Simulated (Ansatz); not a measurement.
Molecule: difluoro(diiodo)silane, sum formula SiI2F2, net charge 0, singlet state. 
Geometry from a B3LYP-D3(BJ)/def2-TZVP (Ansatz, a quantum-chemistry and plane-wave program) optimisation:
```xyz
5

F     -0.0957    -1.8063     1.3096
Si    -0.0447    -0.8902     0.0185
F     -0.0883    -1.8596    -1.2334
I     -2.0012     0.5302    -0.0169
I      2.0443     0.3275    -0.0009
```

Dipole moments at this geometry, in debye (magnitudes).

| level | program | dipole (D) |
|---|---|---|
| SVWN5/def2-TZVPD | Ansatz | 1.20 |
| revPBE/def2-TZVPD | Ansatz | 1.12 |
| PBE0/def2-TZVPD | Ansatz | 1.21 |
| BHLYP/def2-TZVPD | Ansatz | 1.27 |
| r2SCANh/def2-TZVPD | Ansatz | [?] |
| r2SCAN0/def2-TZVPD | Ansatz | 1.19 |
| wB97M-V/def2-TZVPD | Ansatz | 1.14 |
| wB97X-V/def2-TZVPD | Ansatz | 1.15 |
| CCSD(T)/def2-SVPD | Ansatz | [?] |

Task: What belongs in the gaps?

Result: 
- r2SCANh/def2-TZVPD, dipole (D): 1.15
- CCSD(T)/def2-SVPD, dipole (D): 1.31
